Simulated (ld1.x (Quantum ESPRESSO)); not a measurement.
# chromium (Cr): excitation energies, all-electron against RRKJ

Cr, norm-conserving RRKJ (Kleinman–Bylander form), made with ld1.x (Quantum ESPRESSO) 7.5 (PBEsol, scalar-relativistic). Core [Ne], reference 3s2 3p6 3d3 4s0 4p0 (charge +3). Waves: 3p (bound): rc 1.45 bohr; 3d (bound): rc 1.60 bohr; 3s (bound): rc 0.80 bohr. Local part: the s channel. Core correction: Bessel-smoothed model core, default radius (core density twice the valence density). rho0 = 0.001.

Energies are relative to the spin-unpolarised reference configuration 3s2 3p6 3d3 4s0 4p0; without spin polarisation the order of configurations can differ from experiment. The frozen-core shift is the all-electron ΔE with the core orbitals held at their reference shape minus the fully relaxed ΔE.

```csv
valence configuration,charge,ΔE all-electron (eV),error AE − PS (meV),frozen-core shift (meV)
3s2 3p6 3d5 4s1 4p0,0,-53.592,+73,+3.8
3s2 3p6 3d5 4s0 4p0,+1,-46.719,+85,+5.2
3s2 3p6 3d4 4s0 4p0,+2,-30.705,+53,+3.1
3s2 3p6 3d5 4s0.5 4p0,+0.5,-50.885,+78,+4.4
3s2 3p6 3d6 4s0 4p0,0,-51.865,+60,+5.7
```

**Question.** What are ΔE and the potential's error for 3s2 3p6 3d4 4s1 4p0?

**Answer.** ΔE = -45.583 eV all-electron; the error (AE − PS) is +74 meV.

**Question.** What are ΔE and the potential's error for 3s2 3p6 3d5.5 4s0.5 4p0?

**Answer.** ΔE = -52.869 eV all-electron; the error (AE − PS) is +67 meV.
